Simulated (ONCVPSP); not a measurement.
**N (Z = 7), ONCV: configuration errors across variants**

nitrogen, optimised norm-conserving Vanderbilt (ONCV), made with ONCVPSP 4.0.1 (PBE, non-relativistic). Core [He], reference 2s1 2p4. Waves: 2s: rc 0.90 bohr, ncon 4, nbas 7, qcut 6 1/bohr, 2 projectors, debl 2.5 Ha; 2p: rc 2.25 bohr, ncon 4, nbas 8, qcut 5 1/bohr, 3 projectors, debl 2.2 Ha; d scattering state at 0.36 Ha: rc 1.85 bohr, ncon 3, nbas 8, qcut 4.9 1/bohr, 2 projectors, debl 2.6 Ha. Local part: polynomial inside 0.85 bohr (lpopt 5, dvloc0 4 Ha). Core correction: polynomial model core, fcfact 0.3.

All-electron excitation energies from the reference (eV): (1) 2s2 2p3 -11.477; (2) 2s2 2p2 2.120; (3) 2s2 2p1 30.978; (4) 2s2 2p2.5 -6.381.

1 further variants failed, have other tests or another functional or relativity, and are left out.

Errors AE − PS in meV (a dash: test not solved or not reliable):

| change | (1) | (2) | (3) | (4) | bound ghosts | GHOST(+) flags above zero |
| --- | --- | --- | --- | --- | --- | --- |
| base | -36 | +318 | +1584 | +72 | none | none |
| p: nproj 2 | -36 | +316 | +1584 | +72 | none | none |
| s: qcut 4.1; p: qcut 3.4; d: qcut 3.3 | -91 | +506 | +2596 | +93 | none | s, p |
| core correction polynomial model core, fcfact 0.42 | -36 | +318 | +1584 | +72 | none | none |
| s: qcut 8.3 | -34 | +318 | +1584 | +75 | none | none |

Give the same row for: p: rc 2.66.

-65, +460, +2275, +97; bound ghosts: none; GHOST(+) flags above zero: none.
